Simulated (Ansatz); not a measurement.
Born–Oppenheimer molecular dynamics of C₂H₆BFOSi (12 atoms, charge 0, multiplicity 1). It starts from a relaxed structure.

The calculation used Ansatz, UKS r2SCAN-D4/STO-3G.

```
ensemble                      : NVE (velocity Verlet)
time step                     : 1 fs
steps asked                   : 111
starting velocities drawn for : 1500 K
seed                          : 249390
```

Frames 5 fs apart, positions in Å.

Velocities at 20.0 fs (Å/ps):

```
B -1.90 1.07 9.52
C 3.98 -5.90 4.09
F 0.28 2.12 -2.20
O -7.58 -5.48 -10.00
Si -4.22 -6.92 2.09
C 10.68 22.99 -0.03
H 26.02 16.96 -20.75
H 17.50 2.52 -23.74
H -19.13 -34.10 17.57
H 14.66 4.73 -18.74
H 34.80 13.65 2.09
H 4.62 20.87 35.05
```

```xyz
12
Properties=species:S:1:pos:R:3 time_fs=20.0 energy_less_start_eV=0.808 T=904
B -0.536 -2.041 -0.449
C 0.678 -1.152 -0.260
F 1.785 -1.120 -1.022
O -0.773 -0.479 -0.902
Si -0.159 0.285 0.596
C 0.538 2.071 0.432
H -1.349 -2.477 0.418
H -0.562 -2.526 -1.417
H -1.072 0.129 1.790
H 1.305 2.315 -0.333
H -0.205 2.810 0.363
H 1.030 2.279 1.432
12
Properties=species:S:1:pos:R:3 time_fs=25.0 energy_less_start_eV=1.131 T=654
B -0.563 -2.034 -0.423
C 0.699 -1.170 -0.229
F 1.787 -1.108 -1.034
O -0.802 -0.508 -0.942
Si -0.180 0.257 0.606
C 0.605 2.168 0.451
H -1.200 -2.392 0.386
H -0.484 -2.637 -1.560
H -1.048 -0.020 1.746
H 1.320 2.258 -0.367
H -0.212 2.990 0.330
H 1.017 2.345 1.424
12
Properties=species:S:1:pos:R:3 time_fs=30.0 energy_less_start_eV=1.411 T=448
B -0.587 -2.034 -0.486
C 0.719 -1.170 -0.191
F 1.786 -1.095 -1.043
O -0.813 -0.539 -0.954
Si -0.190 0.250 0.602
C 0.620 2.231 0.474
H -1.229 -2.413 0.601
H -0.490 -2.735 -1.314
H -0.992 -0.150 1.712
H 1.355 2.154 -0.356
H -0.103 2.946 0.269
H 1.162 2.436 1.459
12
Properties=species:S:1:pos:R:3 time_fs=35.0 energy_less_start_eV=1.695 T=235
B -0.624 -2.032 -0.495
C 0.738 -1.166 -0.169
F 1.779 -1.079 -1.044
O -0.808 -0.566 -0.942
Si -0.189 0.265 0.583
C 0.629 2.212 0.509
H -1.095 -2.289 0.414
H -0.558 -3.010 -1.312
H -0.990 -0.233 1.786
H 1.358 2.101 -0.292
H -0.149 3.027 0.182
H 1.207 2.502 1.353
12
Properties=species:S:1:pos:R:3 time_fs=40.0 energy_less_start_eV=1.337 T=507
B -0.617 -2.050 -0.520
C 0.746 -1.173 -0.172
F 1.769 -1.060 -1.039
O -0.793 -0.579 -0.921
Si -0.181 0.293 0.566
C 0.601 2.147 0.515
H -1.278 -2.281 0.600
H -0.665 -2.878 -1.243
H -0.873 -0.142 1.691
H 1.357 2.085 -0.300
H -0.038 2.905 0.230
H 1.174 2.544 1.428
12
Properties=species:S:1:pos:R:3 time_fs=45.0 energy_less_start_eV=0.730 T=962
B -0.616 -2.055 -0.451
C 0.730 -1.190 -0.184
F 1.764 -1.040 -1.035
O -0.771 -0.572 -0.901
Si -0.160 0.328 0.541
C 0.585 2.043 0.513
H -1.261 -2.261 0.412
H -0.751 -2.799 -1.472
H -0.902 -0.022 1.793
H 1.339 2.080 -0.269
H -0.173 2.895 0.231
H 0.983 2.350 1.445
12
Properties=species:S:1:pos:R:3 time_fs=50.0 energy_less_start_eV=0.853 T=864
B -0.607 -2.059 -0.421
C 0.693 -1.199 -0.194
F 1.764 -1.021 -1.034
O -0.744 -0.545 -0.881
Si -0.139 0.347 0.522
C 0.542 1.963 0.481
H -1.390 -2.404 0.517
H -0.717 -2.559 -1.429
H -0.899 0.173 1.762
H 1.395 2.094 -0.206
H -0.203 2.654 0.290
H 0.874 2.087 1.573
12
Properties=species:S:1:pos:R:3 time_fs=55.0 energy_less_start_eV=1.179 T=606
B -0.627 -2.055 -0.382
C 0.663 -1.184 -0.201
F 1.759 -1.010 -1.030
O -0.716 -0.507 -0.862
Si -0.124 0.331 0.511
C 0.530 1.913 0.462
H -1.283 -2.470 0.484
H -0.638 -2.572 -1.494
H -0.928 0.360 1.672
H 1.424 2.144 -0.100
H -0.342 2.660 0.295
H 0.785 1.929 1.488
12
Properties=species:S:1:pos:R:3 time_fs=60.0 energy_less_start_eV=1.009 T=734
B -0.642 -2.047 -0.398
C 0.657 -1.156 -0.209
F 1.745 -1.006 -1.021
O -0.702 -0.480 -0.855
Si -0.116 0.287 0.510
C 0.525 1.933 0.439
H -1.210 -2.508 0.563
H -0.606 -2.700 -1.376
H -1.081 0.415 1.680
H 1.431 2.221 -0.099
H -0.231 2.652 0.314
H 0.794 2.025 1.548
12
Properties=species:S:1:pos:R:3 time_fs=65.0 energy_less_start_eV=0.736 T=950
B -0.635 -2.035 -0.429
C 0.673 -1.151 -0.220
F 1.732 -1.007 -1.012
O -0.712 -0.479 -0.880
Si -0.120 0.250 0.542
C 0.552 1.989 0.446
H -1.204 -2.392 0.607
H -0.643 -2.874 -1.264
H -1.100 0.297 1.524
H 1.408 2.235 -0.201
H -0.245 2.794 0.237
H 0.831 2.231 1.447
12
Properties=species:S:1:pos:R:3 time_fs=70.0 energy_less_start_eV=0.538 T=1093
B -0.618 -2.033 -0.442
C 0.685 -1.180 -0.228
F 1.735 -1.010 -1.014
O -0.737 -0.499 -0.931
Si -0.124 0.238 0.589
C 0.568 2.070 0.450
H -1.212 -2.100 0.528
H -0.707 -2.913 -1.267
H -1.232 0.071 1.591
H 1.360 2.135 -0.308
H -0.200 2.743 0.107
H 0.963 2.439 1.446
12
Properties=species:S:1:pos:R:3 time_fs=75.0 energy_less_start_eV=1.036 T=717
B -0.604 -2.025 -0.461
C 0.680 -1.216 -0.229
F 1.758 -1.015 -1.028
O -0.751 -0.524 -0.984
Si -0.135 0.245 0.641
C 0.580 2.122 0.453
H -1.339 -2.009 0.592
H -0.777 -2.809 -1.275
H -1.166 -0.126 1.629
H 1.330 1.985 -0.351
H -0.256 2.748 0.017
H 1.049 2.572 1.314
```

Of the whole run (111 fs, mean temperature of the second half 755 K): The conserved energy wandered by up to 5.0 meV per atom (net 4.0 meV per atom), which is poor conservation. The temperature averaged 0.50 of the 1500 K drawn at the start: a run that starts near a minimum puts about half its kinetic energy into the potential. A run of 0.11 ps of so small a system gives no equilibrium averages. Limits of this set-up: minimal basis.

Run time: 19 min on 1 thread of AMD EPYC 7R43 64-Core Processor (Zen 3), on a shared host, peak memory 0.21 GiB.
